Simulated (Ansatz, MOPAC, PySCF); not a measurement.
System: trifluoromethylgermane, CH$_{3}$F$_{3}$Ge (charge 0, singlet). SMILES: F[C](F)([GeH3])F
Geometry: optimised at B3LYP-D3(BJ)/def2-TZVP (Ansatz, a quantum-chemistry and plane-wave program).

Quantity: size of the dipole moment, in D. Set-up: no spin-orbit coupling; 6-31G* and kin with 6d, 5d where marked; non-relativistic; LANL2DZ with its own core potentials from Na on; dispersion terms only where a functional's name holds one. Ab initio and DFT rows: single points at B3LYP-D3(BJ) geometries (Ansatz). Semi-empirical rows: dipoles at the shared geometry.

```json
[
 {"level": "PM3", "program": "MOPAC", "size of the dipole moment (D)": "2.74"},
 {"level": "PM6", "program": "MOPAC", "size of the dipole moment (D)": "3.15"},
 {"level": "MNDO", "program": "MOPAC", "size of the dipole moment (D)": "3.62"},
 {"level": "PBE/LANL2DZ", "program": "Ansatz", "size of the dipole moment (D)": "2.71"},
 {"level": "PBE/6-31G*", "program": "Ansatz", "size of the dipole moment (D)": "1.60"},
 {"level": "PBE/def2-SVP", "program": "Ansatz", "size of the dipole moment (D)": "1.82"},
 {"level": "BLYP/6-31G* with LANL2DZ past Ar", "program": "Ansatz", "size of the dipole moment (D)": "1.70"},
 {"level": "B3LYP/STO-3G", "program": "Ansatz", "size of the dipole moment (D)": "1.23"},
 {"level": "B3LYP/3-21G", "program": "Ansatz", "size of the dipole moment (D)": "2.00"},
 {"level": "B3LYP/6-31G", "program": "Ansatz", "size of the dipole moment (D)": "2.46"},
 {"level": "B3LYP/6-31G*", "program": "Ansatz", "size of the dipole moment (D)": "1.92"},
 {"level": "B3LYP/6-31G* with LANL2DZ past Ar", "program": "Ansatz", "size of the dipole moment (D)": "1.98"},
 {"level": "PBE0/6-31G* with LANL2DZ past Ar", "program": "Ansatz", "size of the dipole moment (D)": "1.99"},
 {"level": "M06-2X/6-31G* with LANL2DZ past Ar (5d)", "program": "PySCF", "size of the dipole moment (D)": "2.21"}
]
```

No value to compare with is used here. The 14 habitual levels span 1.23 (B3LYP/STO-3G) to 3.62 D (MNDO).

The levels are drawn from those run, B3LYP/6-31G* more often than the rest, none by its result; left out are runs that failed, that the program found above a lower state of the same kind, or whose <S^2> lies over 0.5 above the pure value.
